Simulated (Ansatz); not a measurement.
Isolated molecules relaxed with PBE0-D4/def2-TZVP in Ansatz; ΔE leaves out vibrations. CBS: MP2 limit from def2 TZ/QZ plus the TZ coupled-cluster correction, frozen cores. Functionals use def2-TZVPP. One conformer a species, not always the lowest.

Consider the substitution at a C–C bond: `C#CC(C)(N)S` + `O[SiH3]` → `C#CO[SiH3]` + `CC(N)S`.

| level | ΔE (eV) |
| --- | --- |
| PBE-D4 | 0.67 |
| PBE0-D4 | 0.68 |
| ωB97X-V | 0.70 |
| SCS-MP2/def2-TZVPP | 0.86 |

(1) What does CCSD(T)/CBS give? (An estimate is asked.)

Largest T1 diagnostic among the species: 0.013.

Answers

(1) The calculation gave: +0.83 eV. The listed levels differ from it by -0.16, -0.15, -0.13, 0.03 eV.

In def2-TZVPP, CCSD(T) changes the Hartree–Fock value by +0.22 eV (the triples alone add +0.03 eV) and MP2 by +0.32 eV. The D4 term adds +0.07 eV with B3LYP and +0.04 eV with PBE0; it sums over pairs of atoms, weighted by their polarisabilities, and B3LYP, whose exchange is more repulsive, gets the larger term.

B3LYP here is the variant with VWN-RPA as its local correlation; programs differ in this.
